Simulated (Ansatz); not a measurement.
Tl₂H⁺, 3 atoms. Hardware: 4 threads of Arm Neoverse V1 on a shared host.

In the def2 sets Tl takes a core potential; there is no spin–orbit coupling. Correlated methods freeze 8 core orbitals; core or outer-core shells of Tl are correlated, in sets that lack core-valence functions.

How many basis functions does each of these Ansatz runs have, and roughly what does it cost? PBE0-D4/def2-SVP, charge 1 unrestricted singlet, energy with a search over starts; PBE0-D4/def2-TZVP, charge 0 doublet at the geometry of the charge 1 singlet, energy; BHLYP-D4/def2-TZVP, charge 1 quintet, energy, from earlier orbitals; RPA@PBE/def2-TZVP, charge 1 triplet, energy, from earlier orbitals; r2SCAN0-D4/def2-TZVP, charge 1 quintet, energy, from earlier orbitals; r2SCAN-D4/def2-TZVP, charge 0 doublet at the geometry of the charge 1 singlet, energy, from earlier orbitals; RPA@PBE/def2-TZVP, charge 1 quintet, energy, from earlier orbitals; r2SCAN0-D4/def2-TZVP, charge 1 singlet, energy, from earlier orbitals; PBE-D4/def2-SVP, charge 1 singlet, energy, from earlier orbitals; BHLYP-D4/def2-TZVP, charge 1 singlet, energy, from earlier orbitals; PBE0-D4/def2-TZVP, charge 1 triplet, relaxation, 26 steps; PBE-D4/def2-TZVP, charge 1 quintet, energy, from earlier orbitals.

Other jobs shared the machine, so times can vary by a factor of up to 3. A dash marks memory too small to be measured apart from the calling script's.

```
                                                                                                         run  functions  fitting or Cholesky vectors  wall time  peak host memory (GiB)
                                            PBE-D4/def2-SVP, charge 1 singlet, energy, from earlier orbitals         57                          642     0.45 s                       –
                           PBE0-D4/def2-SVP, charge 1 unrestricted singlet, energy with a search over starts         57                          757     0.85 s                       –
                                         BHLYP-D4/def2-TZVP, charge 1 singlet, energy, from earlier orbitals        106                         1104      1.1 s                       –
                                           PBE-D4/def2-TZVP, charge 1 quintet, energy, from earlier orbitals        106                          822      1.3 s                       –
                                         BHLYP-D4/def2-TZVP, charge 1 quintet, energy, from earlier orbitals        106                         1104      1.8 s                       –
                                       r2SCAN0-D4/def2-TZVP, charge 1 singlet, energy, from earlier orbitals        106                          962      1.9 s                       –
                                          RPA@PBE/def2-TZVP, charge 1 triplet, energy, from earlier orbitals        106                         1017      2.2 s                       –
                                          RPA@PBE/def2-TZVP, charge 1 quintet, energy, from earlier orbitals        106                         1016      2.5 s                       –
                                       r2SCAN0-D4/def2-TZVP, charge 1 quintet, energy, from earlier orbitals        106                          962      3.3 s                       –
r2SCAN-D4/def2-TZVP, charge 0 doublet at the geometry of the charge 1 singlet, energy, from earlier orbitals        106                          822      7.5 s                       –
                         PBE0-D4/def2-TZVP, charge 0 doublet at the geometry of the charge 1 singlet, energy        106                          962       22 s                       –
                                                   PBE0-D4/def2-TZVP, charge 1 triplet, relaxation, 26 steps        106                         1113    1.9 min                       –
```
